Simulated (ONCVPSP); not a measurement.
## u(r) = r·R(r): atom against pseudo-atom (Te (Z = 52))

Columns: radius, all-electron u(r) and pseudo u(r) of the 4p shell (level -114.19 eV) of tellurium in the configuration [Ar] 3d10 4s2 4p6 4d10 5s2 5p4; LDA (Perdew-Zunger), scalar-relativistic, ONCV scheme, ONCVPSP 4.0.1.

```csv
r (bohr),all-electron,pseudo
0.080,0.4073,0.0374
0.160,-0.3749,0.1443
0.240,-0.7126,0.3060
0.320,-0.4256,0.5014
0.400,0.1104,0.7058
0.480,0.6208,0.8952
0.560,0.9892,1.0492
0.640,1.1967,1.1535
0.720,1.2710,1.2020
0.800,1.2497,1.1957
0.880,1.1687,1.1422
0.960,1.0558,1.0532
1.040,0.9303,0.9415
1.120,0.8045,0.8196
1.200,0.6858,0.6982
1.280,0.5782,0.5855
1.360,0.4831,0.4861
1.440,0.4008,0.4015
1.520,0.3305,0.3306
1.600,0.2713,0.2713
1.680,0.2218,0.2218
1.760,0.1807,0.1807
1.840,0.1468,0.1468
1.920,0.1189,0.1189
2.000,0.0962,0.0962
2.080,0.0776,0.0776
```

Problem. How many radial nodes do the two functions have?

Solution. The all-electron 4p function has n − l − 1 = 2; the pseudo-wave has 0, since the states of the same l below it are removed with the core.

Problem. At about which radius was the pseudo-wave matched?

Solution. 1.60 bohr, where the columns begin to agree (steps of 0.08 bohr).

Problem. Is the pseudo-wave norm-conserving?

Solution. Yes: the ONCV scheme keeps the norm inside the radius equal to the all-electron one, which fixes the energy derivative of the logarithmic derivative at the level.
